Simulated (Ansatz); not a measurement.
Reaction (formal exchange of groups at a B–N bond): `N[BH][SnH3]` + `CCC(O)(O)F` → `CC[BH][SnH3]` + `NC(O)(O)F`

Calculated with Ansatz (gas phase, PBE0-D4/def2-TZVP geometries, no zero-point term in ΔE). CCSD(T)/CBS is the MP2 limit (def2-TZVPP, def2-QZVPP) plus CCSD(T) − MP2 in def2-TZVPP, frozen cores. Elements past krypton have def2 core potentials. For Sn outer-core shells are correlated without core-valence functions, which leaves a few kJ/mol of doubt a bond. Each species was taken in one conformer, which may not be the lowest.

`N[BH][SnH3]`:

```xyz
9

N    -0.249   -1.213   -1.223
B    -0.671   -0.023   -0.658
Sn    0.434    0.844    1.100
H    -0.713   -1.637   -2.011
H     0.543   -1.742   -0.897
H    -1.628    0.518   -1.130
H    -0.557    1.027    2.483
H     1.094    2.388    0.772
H     1.747   -0.163    1.565
```

`CCC(O)(O)F`:

Cartesian coordinates in Å:
```
C -0.929 0.699 1.170
C -0.756 -0.049 -0.137
C 0.681 -0.094 -0.612
O 1.568 -0.662 0.295
O 0.719 -0.734 -1.828
F 1.156 1.182 -0.760
H -0.338 0.246 1.968
H -1.976 0.693 1.477
H -0.612 1.738 1.070
H -1.342 0.411 -0.936
H -1.104 -1.083 -0.049
H 1.289 -1.571 0.442
H 1.644 -0.776 -2.100
```

`CC[BH][SnH3]`:

```xyz
13

C    -1.632    1.251   -0.908
C    -0.880    0.321    0.036
B     0.656    0.211   -0.105
Sn    1.831   -1.489    0.794
H    -1.633    0.854   -1.925
H    -2.674    1.384   -0.607
H    -1.162    2.237   -0.945
H    -1.377   -0.650    0.133
H    -0.922    0.726    1.071
H     1.268    1.091   -0.646
H     2.595   -2.413   -0.429
H     0.854   -2.574    1.693
H     3.075   -0.949    1.838
```

`NC(O)(O)F`:

```xyz
9

N    -0.305   -0.236    1.143
C    -0.063   -0.051   -0.240
O     1.150   -0.539   -0.642
O    -0.139    1.272   -0.599
F    -1.059   -0.748   -0.901
H     0.465    0.150    1.675
H    -0.391   -1.222    1.352
H     1.305   -0.243   -1.547
H    -0.964    1.616   -0.241
```

```json
{"species": "`N[BH][SnH3]`", "CCSD/def2-TZVPP energy (Eh)": "-296.70820"}
{"species": "`CCC(O)(O)F`", "CCSD/def2-TZVPP energy (Eh)": "-368.29600"}
{"species": "`CC[BH][SnH3]`", "CCSD/def2-TZVPP energy (Eh)": "-319.84531"}
{"species": "`NC(O)(O)F`", "CCSD/def2-TZVPP energy (Eh)": "-345.10311"}
```

(1) Work out ΔE.

Largest T1 diagnostic among the species: 0.014.

## Answers

(1) ΔE = (-319.84531) + (-345.10311) − (-296.70820) − (-368.29600) = 0.05578 Eh = +146.5 kJ/mol. CCSD(T)/CBS gives +149.2 kJ/mol.

In def2-TZVPP, CCSD(T) changes the Hartree–Fock value by +12.0 kJ/mol (the triples alone add +2.0 kJ/mol) and MP2 by +14.6 kJ/mol.
